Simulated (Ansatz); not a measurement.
Single points on the cluster Si12.

```yaml
crystal:
  periodic: [false, false, false]
  atoms:
    - {symbol: Si, position_ang: [0.918201, -0.209351, 3.303016]}
    - {symbol: Si, position_ang: [1.535485, 2.076336, -1.171760]}
    - {symbol: Si, position_ang: [-0.330137, 3.018585, 0.445629]}
    - {symbol: Si, position_ang: [1.600903, -2.592264, -0.526128]}
    - {symbol: Si, position_ang: [0.281352, 1.159101, 1.693396]}
    - {symbol: Si, position_ang: [0.527289, -1.247713, 1.285931]}
    - {symbol: Si, position_ang: [-1.258208, -0.582760, -0.295406]}
    - {symbol: Si, position_ang: [-2.414625, 1.485095, -0.102690]}
    - {symbol: Si, position_ang: [-0.849826, -2.976885, 0.143834]}
    - {symbol: Si, position_ang: [1.052267, -0.233254, -0.916247]}
    - {symbol: Si, position_ang: [-0.773883, 2.029115, -1.732452]}
    - {symbol: Si, position_ang: [-0.288829, -1.925996, -2.127123]}
basis:
  gaussian: {orbitals: def2-SVP, initial_orbitals: start.molden}
magnetization: {spin_polarized: true, initial_magnetization: 2}
hamiltonian: {xc: r2scan, dispersion: d4}
scf: {omitted_lower_state_checks: [starts]}
output: {orbitals: {seedname: orbitals}}
```

The file start.molden holds the orbitals of an earlier run on this structure, at another level or in another basis.

```sh
$ ansatz run in.yaml --threads 4 --pin off --events-out ev --progress --plain --max-ram 6963MiB
```

Shortened log:

```
Functional definition: r2SCAN
2352 factors; their error is unknown
mean field evaluation 1: about -94490.6088 eV, gradient 4.0e0 eV
mean field evaluation 2: about -94490.7056 eV, gradient 1.3e-1 eV
mean field evaluation 4: about -94490.3613 eV, gradient 2.6e-2 eV
mean field evaluation 8: about -94490.3613 eV, gradient 2.7e-5 eV
mean field -94490.36127523 eV, -3472.4567289976 hartree, gradient 2.7e-5 eV, S^2 2.025963; 0 other end points of the search recorded, 0 dependent functions left out
reference -94490.36129112 eV, -3472.4567295815 hartree; 85, 83 occupied and 131, 133 virtual orbitals, 2352 factors
Total energy: -94490.73323190 eV, -3472.4703981529 hartree
Checks for a lower state left out: starts
```

Run time 75 s (4 threads of Intel Xeon on a shared host), peak host memory 0.73 GiB.

First input, but with `gaussian: {orbitals: def2-SVP}`, `hamiltonian: {xc: pbe0, dispersion: d4}` (abridged; 53 s):

```
Functional definition: PBE0
mean field evaluation 16: about -94459.2462 eV, gradient 7.9e-3 eV
mean field -94459.24620858 eV, -3471.3132713888 hartree, gradient 4.2e-5 eV, S^2 2.023540
Total energy: -94460.69614471 eV, -3471.3665555585 hartree
Checks for a lower state left out: starts
```

First input, but with `hamiltonian: {xc: pbe, dispersion: d4}` (abridged; 24 s):

```
Functional definition: PBE
mean field -94451.80042090 eV, -3471.0396437384 hartree, gradient 1.8e-5 eV, S^2 2.009724
Total energy: -94453.43951344 eV, -3471.0998792783 hartree
Checks for a lower state left out: starts
```

Geometry: PBE0-D4/def2-SVP, that of the charge -1 doublet.

At PBE0-D4/def2-SVP a singlet of charge 0 lies 0.23 eV below the triplet at the same geometry. The structure comes from a short search, and lower isomers may exist.
